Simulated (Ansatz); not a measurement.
Relaxation of Cl3FH3OSTa (10 atoms, charge 0, multiplicity 1), to a largest force component of 0.03 eV/Å in at most 50 steps.

Method: RKS PBE/def2-SVP (Ansatz 0.2.0).

```xyz
10
Properties=species:S:1:pos:R:3
Ta -0.576 0.630 0.386
F 2.042 -1.078 0.526
Cl -0.638 0.357 2.726
Cl 0.142 1.090 -1.803
Cl -2.621 1.650 0.210
O -0.720 -1.214 0.067
H -0.016 -1.892 0.062
S 1.345 2.150 0.833
H 1.308 2.144 2.197
H 2.388 -0.211 0.586
```

Question: Where does it end, and by what steps?

Answer: The forces met the threshold. After 14 steps the energy has fallen by 0.224 eV; H10 moved furthest, 0.63 Å. Joined: Ta1–F2 (3.13 → 2.35 Å).

```
step  energy less start (eV)  largest force component (eV/Å)  accepted
   0                  0.0000                           0.673       yes
   1                 -0.0636                           0.346       yes
   2                 -0.0758                           0.232       yes
   3                 -0.0681                           1.420        no
   4                 -0.1062                           0.220       yes
   5                 -0.1347                           0.627       yes
   6                 -0.1875                           0.405       yes
   7                 -0.1743                           0.826        no
   8                 -0.2022                           0.242       yes
   9                 -0.2157                           0.229       yes
  10                 -0.2189                           0.152       yes
  11                 -0.2205                           0.102       yes
  12                 -0.2237                           0.043       yes
  13                 -0.2233                           0.158        no
  14                 -0.2241                           0.016       yes
```

```xyz
10
Properties=species:S:1:pos:R:3
Ta -0.389 0.459 0.378
F 1.680 -0.638 0.533
Cl -0.489 0.248 2.723
Cl 0.298 0.981 -1.809
Cl -2.390 1.569 0.217
O -0.810 -1.340 0.023
H -0.281 -2.159 -0.013
S 1.513 2.101 0.843
H 1.470 2.091 2.208
H 2.054 0.312 0.685
```

Whether the end is a true minimum wasn't checked by a vibrational analysis.

Run time: 47 s on 4 threads of Arm Neoverse V1, on a shared host, peak memory 0.24 GiB.
